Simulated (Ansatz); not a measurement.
```xyz
11

B    -2.1097    0.9110    1.4674
S    -1.9611    2.0568    0.1230
Zn   -0.1101    1.0125   -0.4641
C     1.4663   -0.1010   -0.8902
N     1.3180   -1.5490   -0.7574
H    -3.0370    0.9991    2.2153
H    -1.2983    0.0372    1.6526
H     1.7818    0.1251   -1.9118
H     2.2930    0.2242   -0.2536
H     1.0629   -1.8102    0.1858
H     0.5942   -1.9058   -1.3669
```

Total charge 0; spin multiplicity 1.

Question: List the PBE0/def2-TZVPP orbital energies in eV (the Gaussian-basis code of Ansatz). (An estimate is asked.)

Answer: The calculation gave: Occupied: -9459.27, -2422.02, -1152.79, -1015.13, -1015.13, -1015.06, -391.12, -278.83, -217.39, -185.06, -161.15, -161.13, -161.11, -133.54, -89.36, -89.34, -89.21, -24.73, -20.08, -18.35, -14.83, -14.69, -14.62, -14.62, -14.60, -13.94, -13.37, -12.01, -11.07, -10.48, -10.05, -9.51, -8.06, -7.98, -6.15. Lowest empty: -1.20, -0.52, -0.42, -0.15, 1.49, 2.01, 2.25, 2.49.
